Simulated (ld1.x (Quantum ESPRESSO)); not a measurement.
Which setting gave this result? (N, RRKJ)

Base potential:

ld1.x (Quantum ESPRESSO) 7.5 input, shortened:

```
&input
   title='N', zed=7., rel=1, dft='PBE', iswitch=3,
   config='[He] 2s2 2p2'
 /
 &inputp
   pseudotype=2, tm=.false., lloc=-1, rcloc=1.00,
   nlcc=.true.
 /
2
2S  1  0   2.00   0.00  1.05  1.05  0.0
2P  2  1   2.00   0.00  1.85  1.85  0.0
 &test
   configts(1)='2s2 2p2'
 /
```

Cutoffs, loose and tight: the cutoffs (Ry, on a coarse ladder) from which the occupation-weighted sum of valence levels, in a spherical-Bessel basis at the reference potential, stays within 10 and 1 mRy of its value at 400 Ry. They do not see the model core or the augmentation charge, which bear on the density cutoff. Test errors are all-electron minus pseudo excitation energies from the reference, over the configurations 2s2 2p3; 2s2 2p1; 2s2 2p0; 2s1 2p3; 2s2 2p2.5; 2s1 2p4; 2s0 2p5; variants that change the core or the reference have their own tests.

Only the scale of all radii but the core radius (base = 1) is moved:

| scale of all radii but the core radius (base = 1) | cutoff, loose | cutoff, tight | bound ghosts | largest test error (meV) | median size of the test errors |
| --- | --- | --- | --- | --- | --- |
| 0.77 | 60 Ry | 90 Ry | none | +428 | 41.4 meV |
| 0.91 | 80 Ry | 110 Ry | none | +788 | 80.5 meV |
| 0.95 | 80 Ry | 100 Ry | none | +864 | 90.1 meV |
| 1.05 | 70 Ry | 90 Ry | none | +1259 | 142.7 meV |
| 1.11 | 60 Ry | 80 Ry | none | +1656 | 198.9 meV |
| 1.2 | 50 Ry | 70 Ry | none | +2159 | 273.5 meV |
| 1.26 | 45 Ry | 60 Ry | none | +2356 | 302.5 meV |
| 1.32 | 40 Ry | 55 Ry | none | +3009 | 407.2 meV |
| 1.39 | 40 Ry | 50 Ry | none | +3517 | 490.9 meV |

One more run gave cutoff, loose: 80 Ry; cutoff, tight: 110 Ry; bound ghosts: none; largest test error (meV): +549; median size of the test errors: 52.8 meV. Which value of the scale of all radii but the core radius (base = 1) was used?

0.82. The median size of the test errors moves one way along this sweep, from 41.4 meV at 0.77 to 490.9 meV at 1.39, which places the run between 0.77 and 0.91.
